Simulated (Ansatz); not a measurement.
MoOCl4, SMILES [O]=[Mo]([Cl])([Cl])([Cl])[Cl], multiplicity 1.

Geometry: B3LYP-D3(BJ)/def2-SVP. The spin state was assumed, not searched. The isomer is the one that the SMILES or the coordinates give; other isomers of the formula were not compared. The def2 effective core potentials stand for the cores of Mo; spin–orbit coupling is left out.

Two levels are set side by side: PBE/def2-TZVPD (Ansatz, a first-principles code) and CAM-B3LYP/def2-TZVPD (Ansatz). Energy differences of separate SCF runs at the same geometry; the states with an electron removed or added have multiplicity 2 and 2. Differences are taken from unrounded values.

```csv
quantity,CAM-B3LYP
vertical ionisation energy (eV),10.90
vertical electron affinity (eV),3.66
vertical singlet–triplet gap (eV),2.41
```

**Question.** What does PBE give, and how far is it from CAM-B3LYP? (Estimate from the structure and the level; the computed values follow.)

**Answer.** 
```json
[
 {"quantity": "vertical ionisation energy (eV)", "PBE": "10.36", "PBE minus CAM-B3LYP": "-0.54"},
 {"quantity": "vertical electron affinity (eV)", "PBE": "2.79", "PBE minus CAM-B3LYP": "-0.87"},
 {"quantity": "vertical singlet–triplet gap (eV)", "PBE": "2.54", "PBE minus CAM-B3LYP": "0.13"}
]
```
